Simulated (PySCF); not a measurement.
## Computed properties of SiHBr₃, SMILES Br[SiH](Br)Br

SiHBr3, SMILES Br[SiH](Br)Br. Geometry optimised at ωB97X-D3(BJ)/def2-SVP. Other conformers were not sampled. All values are computed for the isolated molecule unless a solvent is named; none is compared with measurement here.

**Structure.** The optimised structure has C3v symmetry. All 9 harmonic modes at ωB97X-D3(BJ)/def2-SVP (PySCF) are real, so it is a minimum. With heavy atoms numbered as in [SiH:1]([Br:2])([Br:3])[Br:4], the shortest bond between them is Si1–Br3 at 2.196 Å and the longest Si1–Br4 at 2.196 Å.

**Vibrations.** The strongest infrared lines (harmonic, unscaled, degenerate partners summed) lie at 792 cm⁻¹ (324 km/mol, H 93 %), 507 cm⁻¹ (230 km/mol, Si 75 %, Br 21 %), 2334 cm⁻¹ (64 km/mol, H 97 %). The softest mode is at 108 cm⁻¹ and the zero-point energy is 8.1 kcal/mol.

**Electronic structure.** M06-2X/def2-TZVP (PySCF) places the frontier levels at -9.76 and -0.17 eV, a gap of 9.59 eV, and gives a dipole moment of 0.77 D and a mean polarisability of 80.7 bohr³. PBE/def2-TZVP (PySCF) at the same geometry gives -7.29 and -1.90 eV, so its gap is 4.20 eV narrower. An orbital gap is neither the optical nor the fundamental gap.

**Excitations.** TDDFT-B3LYP/def2-SVPD (PySCF) has S1 at 5.82 eV (213 nm, f = 0.000, dark); the most intense of the 10 singlets computed lies at 6.89 eV (f = 0.05). Strengths of degenerate partners are summed. T1 (TDA) is at 5.49 eV. TDDFT-PBE/def2-SVPD (PySCF) puts S1 at 5.37 eV. No vertical singlet excitation falls in the visible range (under 3.1 eV).

**NMR.** GIAO shifts at PBE0/pcSseg-1 (PySCF) (non-relativistic, atoms alike by connectivity averaged): ¹H at 7.1 ppm against TMS; ²⁹Si at 43.1 ppm against TMS. Without spin–orbit terms, shifts of atoms bonded to Cl or Br come out too high.

**Solvation.** SMD-M06-2X/6-31G* (PySCF) gives -2.0 kcal/mol in water, -6.4 kcal/mol in chlorobenzene, -6.3 kcal/mol in ethanol (1 M in both phases, gas-phase geometry); of these solvents chlorobenzene holds the molecule best.
